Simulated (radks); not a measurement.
Fe9+, configuration [Ne] 3s2 3p5. Calculated with a radial shooting solver on a logarithmic mesh with Libxc functionals: non-relativistic Kohn-Sham, PBE, spin-polarised, spherical densities, point nucleus; open shells are filled with parallel spins first. Some entries of the table are withheld. Estimate them.

orbital  occ.  eigenvalue (hartree)  <r> (bohr)  r(max) (bohr)
1s up       1             -262.9079     0.05916        0.03896
1s down     1             -262.8849     0.05915        0.03896
2s up       1             -37.80584      0.2692         0.2250
2s down     1             -37.78833      0.2691         0.2251
2p up       3             -33.76270      0.2359         0.1809
2p down     3             -33.73637      0.2359         0.1810
3s up       1             -10.43217      0.7411            (1)
3s down     1             -10.34640      0.7424            (2)
3p up       3              -9.18701         (3)         0.6674
3p down     2              -9.10266         (4)         0.6678
3d up       0              -7.19630      0.7217         0.5907
3d down     0              -7.12214      0.7229         0.5897
4s up       0              -4.49768       1.569            (5)
4s down     0              -4.47144       1.575            (6)

Answer. 
(1) 3s up r(max) (bohr): 0.6735
(2) 3s down r(max) (bohr): 0.6739
(3) 3p up <r> (bohr): 0.7450
(4) 3p down <r> (bohr): 0.7466
(5) 4s up r(max) (bohr): 1.523
(6) 4s down r(max) (bohr): 1.527
